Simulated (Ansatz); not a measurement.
Born–Oppenheimer molecular dynamics of AlClFH₃O₂ (8 atoms, charge 0, multiplicity 1). It starts at the highest image of a converged band. Of that band: The profile has 2 maxima (images 2, 4) with wells between them (image 3): this band takes more than one step, which may be the mechanism or a detour left from its start path. A vibrational analysis at the climbing image gives one clearly imaginary mode, 408i cm⁻¹: a first-order saddle point.

Computed with RKS PBE0/def2-SVP (Ansatz 0.2.0).

- ensemble: NVE (velocity Verlet)
- time step: 0.5 fs
- steps asked: 200
- starting velocities drawn for: 100 K
- seed: 3858

Frames 5 fs apart, positions in Å.

Velocities at 5.0 fs (Å/ps):

```
Al 2.14 0.11 -0.95
Cl 0.59 0.36 0.30
O -1.27 0.81 3.57
O -0.20 -0.80 -1.34
H -10.96 7.87 6.96
F -2.16 -1.19 -1.03
H -3.33 -7.55 -0.01
H 0.21 6.01 -8.04
```

```xyz
8
Properties=species:S:1:pos:R:3 time_fs=5.0 energy_less_start_eV=0.027 T=66
Al -0.139 0.303 -0.068
Cl 1.702 -1.231 -0.001
O -0.598 0.678 -1.625
O 0.017 1.542 1.053
H 0.316 -1.571 0.479
F -0.840 -1.231 0.589
H -0.678 0.074 -2.374
H 0.157 1.514 1.991
8
Properties=species:S:1:pos:R:3 time_fs=10.0 energy_less_start_eV=0.031 T=61
Al -0.126 0.303 -0.071
Cl 1.704 -1.229 0.001
O -0.606 0.681 -1.615
O 0.016 1.539 1.044
H 0.254 -1.586 0.515
F -0.850 -1.237 0.584
H -0.691 0.079 -2.335
H 0.167 1.544 1.998
8
Properties=species:S:1:pos:R:3 time_fs=15.0 energy_less_start_eV=-0.002 T=103
Al -0.109 0.303 -0.070
Cl 1.703 -1.225 0.003
O -0.618 0.685 -1.615
O 0.014 1.539 1.042
H 0.169 -1.662 0.533
F -0.857 -1.244 0.582
H -0.713 0.066 -2.355
H 0.177 1.571 1.972
8
Properties=species:S:1:pos:R:3 time_fs=20.0 energy_less_start_eV=-0.050 T=164
Al -0.084 0.301 -0.070
Cl 1.698 -1.219 0.006
O -0.633 0.687 -1.623
O 0.011 1.543 1.043
H 0.045 -1.708 0.518
F -0.861 -1.257 0.582
H -0.730 0.092 -2.358
H 0.201 1.596 1.981
8
Properties=species:S:1:pos:R:3 time_fs=25.0 energy_less_start_eV=-0.091 T=218
Al -0.050 0.299 -0.074
Cl 1.689 -1.211 0.009
O -0.650 0.688 -1.628
O 0.005 1.549 1.049
H -0.007 -1.773 0.494
F -0.873 -1.274 0.585
H -0.742 0.111 -2.383
H 0.234 1.614 1.976
8
Properties=species:S:1:pos:R:3 time_fs=30.0 energy_less_start_eV=-0.120 T=255
Al -0.009 0.299 -0.085
Cl 1.679 -1.200 0.011
O -0.665 0.685 -1.625
O -0.002 1.554 1.055
H -0.031 -1.803 0.482
F -0.892 -1.296 0.591
H -0.743 0.126 -2.412
H 0.275 1.617 1.958
8
Properties=species:S:1:pos:R:3 time_fs=35.0 energy_less_start_eV=-0.140 T=280
Al 0.032 0.302 -0.100
Cl 1.667 -1.188 0.013
O -0.677 0.678 -1.613
O -0.012 1.555 1.057
H -0.079 -1.783 0.498
F -0.914 -1.319 0.597
H -0.727 0.159 -2.397
H 0.337 1.603 1.958
8
Properties=species:S:1:pos:R:3 time_fs=40.0 energy_less_start_eV=-0.147 T=290
Al 0.072 0.309 -0.117
Cl 1.657 -1.174 0.013
O -0.684 0.670 -1.590
O -0.021 1.549 1.056
H -0.078 -1.818 0.539
F -0.942 -1.340 0.602
H -0.702 0.161 -2.414
H 0.396 1.570 1.909
8
Properties=species:S:1:pos:R:3 time_fs=45.0 energy_less_start_eV=-0.133 T=272
Al 0.106 0.320 -0.130
Cl 1.650 -1.161 0.013
O -0.688 0.659 -1.568
O -0.029 1.537 1.050
H -0.159 -1.831 0.605
F -0.968 -1.358 0.607
H -0.667 0.184 -2.393
H 0.467 1.534 1.873
8
Properties=species:S:1:pos:R:3 time_fs=50.0 energy_less_start_eV=-0.088 T=213
Al 0.134 0.332 -0.140
Cl 1.648 -1.149 0.011
O -0.693 0.647 -1.552
O -0.034 1.520 1.045
H -0.193 -1.896 0.672
F -0.999 -1.371 0.611
H -0.636 0.200 -2.387
H 0.529 1.511 1.827
8
Properties=species:S:1:pos:R:3 time_fs=55.0 energy_less_start_eV=-0.045 T=159
Al 0.155 0.342 -0.145
Cl 1.651 -1.138 0.009
O -0.699 0.637 -1.545
O -0.034 1.505 1.045
H -0.275 -1.926 0.724
F -1.028 -1.383 0.617
H -0.609 0.209 -2.409
H 0.565 1.517 1.782
8
Properties=species:S:1:pos:R:3 time_fs=60.0 energy_less_start_eV=-0.033 T=142
Al 0.169 0.347 -0.148
Cl 1.660 -1.130 0.007
O -0.707 0.626 -1.552
O -0.031 1.494 1.053
H -0.330 -1.956 0.756
F -1.060 -1.389 0.622
H -0.596 0.234 -2.400
H 0.600 1.559 1.786
```

Of the whole run (100 fs, mean temperature of the second half 156 K): The conserved energy stayed within 0.068 meV per atom of its start (net change 0.025 meV per atom), so the integration is sound. The system heated up, since it started high on the potential surface and ran downhill. A run of 0.1 ps of so small a system gives no equilibrium averages. The orbitals stay closed-shell, which can raise the energy where a bond breaks towards radicals; this wasn't checked here.

Run time: 6.9 min on 2 threads of Arm Neoverse V1, with other jobs on the host, peak memory 0.19 GiB.
